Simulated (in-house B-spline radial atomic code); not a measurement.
The outermost shell (largest non-relativistic mean radius) with and without relativity; Dirac values are averaged over j. Computed with an all-electron radial atomic-structure program (B-spline basis): non-relativistic Hartree-Fock and Dirac-Hartree-Fock, averages of the configuration (point nuclei without relativity, finite nuclei with it).

| ion | configuration | outermost shell | radius non-relativistic (bohr) | radius Dirac (bohr) | radius change (%) | level non-relativistic (eV) | level Dirac (eV) | spin-orbit splitting (eV) |
| --- | --- | --- | --- | --- | --- | --- | --- | --- |
| La+ | [Xe] 5d2 | 5d | 2.8319 | 2.9205 | 3.129 | -10.618 | -10.194 | 0.12701 |
| Ce+ | [Xe] 4f1 5d2 | 5d | 2.7888 | 2.8734 | 3.0326 | -10.688 | -10.27 | 0.13596 |
| Pr+ | [Xe] 4f3 6s1 | 6s | 4.5007 | 4.3134 | -4.1616 | -9.466 | -9.8834 | - |
| Nd+ | [Xe] 4f4 6s1 | ? | ? | ? | ? | ? | ? | ? |
| Pm+ | [Xe] 4f5 6s1 | 6s | 4.3973 | 4.1949 | -4.603 | -9.685 | -10.159 | - |
| Sm+ | [Xe] 4f6 6s1 | ? | ? | ? | ? | ? | ? | ? |
| Eu+ | [Xe] 4f7 6s1 | ? | ? | ? | ? | ? | ? | ? |
| Gd+ | [Xe] 4f7 5d1 6s1 | 6s | 4.0893 | 3.8588 | -5.6362 | -10.500 | -11.19 | - |
| Tb+ | [Xe] 4f9 6s1 | 6s | 4.2204 | 3.9879 | -5.5081 | -10.083 | -10.68 | - |
| Dy+ | [Xe] 4f10 6s1 | 6s | 4.1806 | 3.9403 | -5.7462 | -10.177 | -10.807 | - |

(1) Fill in the row of Nd+.

(2) Fill in the row of Sm+.

(3) Fill in the row of Eu+.

(4) Which member changes most?

Results:

(1) outermost shell: 6s; radius non-relativistic (bohr): 4.4474; radius Dirac (bohr): 4.2524; radius change (%): -4.3836; level non-relativistic (eV): -9.578; level Dirac (eV): -10.023.

(2) outermost shell: 6s; radius non-relativistic (bohr): 4.35; radius Dirac (bohr): 4.1401; radius change (%): -4.8234; level non-relativistic (eV): -9.788; level Dirac (eV): -10.292.

(3) outermost shell: 6s; radius non-relativistic (bohr): 4.3049; radius Dirac (bohr): 4.0876; radius change (%): -5.047; level non-relativistic (eV): -9.889; level Dirac (eV): -10.422.

(4) Dysprosium (Dy+): its 6s shell contracts by 5.7 %.
